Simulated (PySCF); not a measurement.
Bonds: Si1-N5, N5-C6, N5-C8, C6-C7, C8-C9. Si1 carries H2, H3, H4; C6 carries H10, H11; C7 carries H12, H13, H14; C8 carries H15, H16; C9 carries H17, H18, H19.

[PySCF 2.14: geometry from PBE0-D3(BJ)/def2-SVP; σ from GIAO-B3LYP/pcSseg-1; one averaged value for each set of equivalent atoms; relativity neglected; one computed conformer; gas phase]

Chemical shifts δ = σref − σ; 13C (179.24 ppm) and 1H (31.38 ppm) and 29Si (337.86 ppm) vs TMS; 15N (263.54 ppm) against NH3, all at this level.

```csv
atoms,nucleus,count,δ (ppm)
C6/C8,13C,2,43.9
H10/H11/H15/H16,1H,4,?
C7/C9,13C,2,14.9
N5,15N,1,35.9
Si1,29Si,1,-52.3
H2/H3/H4,1H,3,4.59
H12/H13/H14/H17/H18/H19,1H,6,?
```

**Question.** Complete the table.

**Answer.** 
- H10/H11/H15/H16: 2.73 ppm, hydrogen on a carbon bonded to C, N
- H12/H13/H14/H17/H18/H19: 0.98 ppm, hydrogen on a carbon bonded to C

Shifts are as computed. Against solution values, carbons near 30 ppm lie about +2 ppm off and those near 130 ppm about +6 ppm. Of 1211 compounds with measured shifts, 218 miss one by over three times the rms of a fit or turn the order of signals round; such compounds aren't used in these exercises. Experimental scales use liquid or dissolved standards, which lie at an offset from isolated NH3 (liquid NH3: subtract about 20 ppm).
